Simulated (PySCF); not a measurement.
Si(Cl)2(F)(SiH3) (Cl2FH3Si2), SMILES F[Si]([SiH3])(Cl)Cl.

The structure is a stationary point at r2SCAN-D4/def2-SVP. This is a generated structure with no PubChem entry under its InChIKey; it may be hypothetical.

Two levels are set side by side: TDDFT-PBE/def2-SVPD (PySCF) and TDDFT-CAM-B3LYP/def2-SVPD (PySCF). Vertical, same geometry. The lowest singlet is HOMO→LUMO 89 % with PBE and HOMO→LUMO 77 %, HOMO→LUMO+1 16 % with the other functional; states are paired by order. Differences are taken from unrounded values.

| quantity | TDDFT-PBE |
|---|---|
| lowest singlet excitation (eV) | 6.51 |
| lowest triplet excitation (TDA) (eV) | 5.76 |
| first bright state (f over 0.05) (eV) | 6.51 |
| its oscillator strength | 0.05 |

**Question.** These are the TDDFT-PBE values. What does TDDFT-CAM-B3LYP give? (Estimate from the structure and the level; the computed values follow.)

**Answer.** 
| quantity | TDDFT-CAM-B3LYP | TDDFT-PBE minus TDDFT-CAM-B3LYP |
|---|---|---|
| lowest singlet excitation (eV) | 7.23 | -0.72 |
| lowest triplet excitation (TDA) (eV) | 6.31 | -0.55 |
| first bright state (f over 0.05) (eV) | 7.23 | -0.72 |
| its oscillator strength | 0.07 | -0.02 |

Functionals without exact exchange tend to place singlet excitations lower, as here. Differences between two approximate levels are no errors against the true value.

Rough cost on one machine, each run with all the roots and properties that it gave: TDDFT-CAM-B3LYP against TDDFT-PBE about 7 times.
